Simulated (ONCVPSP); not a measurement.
# V: ONCV pseudisation with PBE, scalar-relativistic reference atom.

* Element: V
* Generator: ONCVPSP 4.0.1
* Type: optimised norm-conserving Vanderbilt (ONCV)
* Functional: PBE
* Relativity: scalar-relativistic
* Frozen core: [Ar]
* Valence charge: 5
* Reference configuration: 3d3 4s1.75 4p0.25
* Partial waves: 4s: rc 2.80 bohr, ncon 3, nbas 6, qcut 3 1/bohr, 2 projectors, debl 1 Ha; 4p: rc 3.40 bohr, ncon 5, nbas 9, qcut 1.9 1/bohr, 2 projectors, debl 3 Ha; 3d: rc 1.10 bohr, ncon 4, nbas 7, qcut 7.5 1/bohr, 2 projectors, debl 0.9 Ha
* Local potential: polynomial inside 0.70 bohr (lpopt 5, dvloc0 1 Ha)
* Core correction: Teter function, fcfact 1.75, rcfact 1.45

All-electron outer shells of the reference configuration (PBE, scalar-relativistic, ld1.x):

```
shell  level (eV)  outermost node (bohr)  outermost maximum (bohr)
   3s      -70.61                   0.38                      0.82
   3p      -44.41                   0.35                      0.84
   3d       -5.52                      –                      0.90
   4s       -4.93                   1.17                      2.76
   4p       -1.63                   1.30                      3.63
```

(1) Estimate the cutoffs (Ha) at which the residual kinetic energy of the hardest occupied pseudo-wave falls to 1 and 0.1 mHa per electron.

(2) What does a ghost test show?

(3) Which valence shell sets the plane-wave cutoff?

## Answers

(1) 140 Ha and 176 Ha.

(2) Ghosts flagged at negative energy: s at -267.5 eV, p at -2.04 eV; GHOST(+) flagged for s at 69.9 eV. A true bound ghost makes a file unfit for plane-wave use.

(3) 3d: 140 Ha for 1 mHa per electron, against 3 Ha for 4s.

Its largest configuration-test error is +29 meV (3d3 4s0 4p0). 1 of 4 tests not solved or not reliable.
